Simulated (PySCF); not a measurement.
Gas-phase reaction: GeH2 + CH4 + C3H6 (cyclic) = Ge(CH3)4

Energies from PySCF, thermal terms from the rigid-rotor harmonic-oscillator model, ideal gas at 1 bar. † marks an energy on the PBE0/def2-TZVP geometry and frequencies; other levels use their own. MP2 and CCSD(T) freeze the core. All species are closed-shell singlets. Ge: all electrons, no relativistic terms. GeH2: computed as isolated molecules; such fragments, hydroxides, amides, oligomers or adducts are transient or little studied in the gas. MP2 isn't extrapolated to the basis-set limit; its ΔH°(298 K) is -336.6 kJ in def2-SVP and -386.1 kJ in def2-TZVPP. CCSD(T) isn't extrapolated to the basis-set limit. The harmonic model lacks anharmonicity and excited electronic states, which grow with temperature; levels with a mode under 35 cm⁻¹ are left out. Internal rotation in Ge(CH3)4 is treated as a harmonic vibration of one conformer, which makes the entropy rough.

| level | ΔE electronic, kJ | ΔH°(298 K), kJ | ΔS°(298 K), J/K | ΔG°(1400 K), kJ |
|---|---|---|---|---|
| CCSD(T)/def2-SVP† | -329 | -308 | -266 | 32 |
| MP2/def2-SVP† | -357 | -337 | -266 | 4 |
| MP2/def2-TZVPP† | -407 | -386 | -266 | -46 |
| PBE/def2-SVP | -332 | -311 | -264 | 27 |
| PBE0/def2-SVP† | -347 | -327 | -266 | 13 |
| PBE0/def2-TZVP | -354 | -334 | -266 | 6 |
| r2SCAN/def2-TZVP† | -373 | -352 | -266 | -12 |
ΔH° is lowest at MP2/def2-TZVPP† and highest at CCSD(T)/def2-SVP†. No reference value is set beside these.
